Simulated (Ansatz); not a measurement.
Four-centre ligand exchange

Start structure (ZnH3ClO, closed shell), relaxed at PBE0-D4/def2-TZVP:

| atom | x (Å) | y (Å) | z (Å) |
| --- | --- | --- | --- |
| Zn1 | -0.0811 | -0.4869 | 0.9145 |
| H2 | -0.5688 | 0.6768 | 1.7645 |
| O3 | 0.4759 | -1.9878 | 0.1396 |
| H4 | -0.4522 | 2.2419 | -0.5344 |
| Cl5 | -0.0456 | 1.4886 | -1.4881 |
| H6 | 0.6719 | -1.9327 | -0.7963 |

The step: ZnH₂O ([OH][ZnH]) + HCl → ZnHClO ([OH][Zn][Cl]) + H₂; bonds formed: Zn1–Cl5, H2–H4; bonds broken: Zn1–H2, H4–Cl5. Computed with Ansatz 0.2.0 (basis: def2-TZVPP and def2-QZVPP); correlated methods freeze the cores. The 3s and 3p shells of Cu and Zn are frozen; filled d shells are correlated. Extrapolation: Hartree–Fock as exp(−7.88 √X), correlation as X^−2.97. Energies below are by CCSD(T) at an estimated basis limit (MP2 extrapolated from triple and quadruple zeta, plus CCSD(T) − MP2 in triple zeta).

(1) What are the electronic barrier and the energy of the step, from the start structure to the end structure? (To be estimated.)

T1 diagnostic: at most 0.016.

## Answers

(1) Computed: Barrier 55.3 kJ/mol; step energy -105.0 kJ/mol (downhill); reverse barrier, their difference, 160.2 kJ/mol. Barrier and step energy count from the start structure, the reverse barrier from the end structure.

The saddle point: One imaginary mode of 889i cm⁻¹.
| pair | start (Å) | saddle (Å) | end (Å) |
| --- | --- | --- | --- |
| Zn1–Cl5 | 3.11 | 2.49 | 2.09 |
| H2–H4 | 2.78 | 1.09 | 0.75 |
| Zn1–H2 | 1.52 | 1.66 | 2.52 |
| H4–Cl5 | 1.28 | 1.55 | 3.34 |

Zero-point energy (harmonic, PBE0-D4): ZPE is 71.0 kJ/mol at the start and 68.5 kJ/mol at the saddle, so the barrier goes from 55.3 to 52.8 kJ/mol.

Labels in which every atom is bracketed show which atoms are joined, not bond orders.

For scale, one of the runs: CCSD(T)/def2-TZVPP, 179 basis functions (an equivalent command: `ansatz run in.yaml --threads 4`). Hardware: 4 CPU threads, shared host. Wall time 17 s; peak host memory 1.7 GiB.
